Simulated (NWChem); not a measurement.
# CH$_{2}$ClF; SMILES C(F)Cl

Results from NWChem. Structure relaxed at the PBE0/def2-SVP level. Ions are spin-unrestricted doublets at the neutral geometry; other ion states weren't tried.

```tsv
level	vertical ionisation energy, ΔSCF (eV)	−ε(HOMO) (eV)	ΔSCF minus −ε(HOMO) (eV)
B3LYP/def2-SVP	11.43	8.23	3.20
PBE/def2-SVP	11.05	6.99	4.06
LDA (Slater exchange, VWN5)/def2-SVP	11.16	7.04	4.12
M06-2X/def2-SVP	11.76	9.99	1.77
PBE0/def2-SVP	[?]	[?]	[?]
```

Question: Complete the blanks.

Answer: 
- PBE0/def2-SVP, vertical ionisation energy, ΔSCF (eV): 11.51
- PBE0/def2-SVP, −ε(HOMO) (eV): 8.58
- PBE0/def2-SVP, ΔSCF minus −ε(HOMO) (eV): 2.93
